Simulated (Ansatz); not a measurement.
`F[Si](F)(Cl)[NH][GeH2][Cl]` + H₂S → `F[Si](F)(S)Cl` + `[NH2][GeH2][Cl]`  (ligand exchange at the Si–N bond)

Calculated with Ansatz (gas phase, PBE0-D4/def2-TZVP geometries, no zero-point term in ΔE). CCSD(T)/CBS adds triple-zeta CCSD(T) − MP2 to the extrapolated MP2 energy (def2 sets, frozen cores). This one scheme is used for every species. DFT in def2-TZVPP. B3LYP here is the variant with VWN-RPA as its local correlation; programs differ in this. For Ge outer-core shells are correlated without core-valence functions, which leaves a few kJ/mol of doubt a bond. Scalar relativity is left out up to krypton. Each species was taken in one conformer, which may not be the lowest.

| level | ΔE (kcal/mol) | difference from CCSD(T)/CBS |
| --- | --- | --- |
| PBE-D4 | 2.4 | -3.5 |
| ωB97X-V | 5.3 | -0.6 |
| ωB97M-V | 5.5 | -0.4 |
| B2PLYP | 4.8 | -1.1 |
| PBE | 1.0 | -4.9 |
| PBE0 | 2.6 | -3.3 |
| B3LYP | 3.6 | -2.3 |
| MP2/def2-TZVPP | 6.1 | 0.2 |
| SCS-MP2/def2-TZVPP | 6.5 | 0.6 |
| CCSD/def2-TZVPP | 7.0 | 1.1 |
| CCSD(T)/def2-TZVPP | 6.7 | 0.8 |
| HF/def2-QZVPP | 7.4 | 1.5 |
| MP2/def2-QZVPP | 5.7 | -0.2 |
| SCS-MP2/def2-QZVPP | 6.1 | 0.2 |
| HF/CBS(def2) | 7.5 | 1.6 |
| MP2/CBS(def2) | 5.3 | -0.6 |
| CCSD(T)/CBS | 5.9 | 0 |

Largest T1 diagnostic among the species: 0.011.

From PBE to PBE0 (25 % exact exchange), in def2-TZVPP and without D4, ΔE moves by +1.6 kcal/mol. The D4 term adds +2.1 kcal/mol with B3LYP and +1.3 kcal/mol with PBE0; it sums over pairs of atoms, weighted by their polarisabilities, and B3LYP, whose exchange is more repulsive, gets the larger term.
